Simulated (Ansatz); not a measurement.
GeO4⁺. Charge 1, multiplicity 2. Geometry r2SCAN-D4/def2-SVP, that of the neutral singlet; atoms count from 1.

```
atom   x (Å)   y (Å)   z (Å)
 Ge1  -0.371  -0.588  -0.158
  O2  -0.565   1.075   0.527
  O3   1.303   0.094  -0.213
  O4   0.850   1.346   0.362
  O5  -1.217  -1.927  -0.518
```

The structure holds 2 bonds between oxygen atoms, so isomers without such links may lie far lower. The structure comes from a short search, and lower isomers may exist.

(1) Estimate the Mulliken populations from the PBE0/def2-TZVP orbitals of Ansatz.

(2) Where does the spin sit?

(3) And the Mayer bond orders between heavy atoms (over 0.3)?

Answers

(1) 
| atom | charge (e) | spin (α − β) |
| --- | --- | --- |
| Ge1 | 1.08 | -0.14 |
| O2 | -0.07 | 0.18 |
| O3 | -0.07 | 0.18 |
| O4 | 0.27 | 0.45 |
| O5 | -0.22 | 0.34 |
Mulliken values depend strongly on the basis.

(2) Summed by element: Ge -0.14, O 1.14, of 1 unpaired in all. Largest on single atoms: O4 0.45, O5 0.34, O2 0.18.

(3) Ge1–O2 0.89 (1.81 Å); Ge1–O3 0.89 (1.81 Å); Ge1–O5 2.03 (1.62 Å); O2–O4 1.06 (1.45 Å); O3–O4 1.06 (1.45 Å).
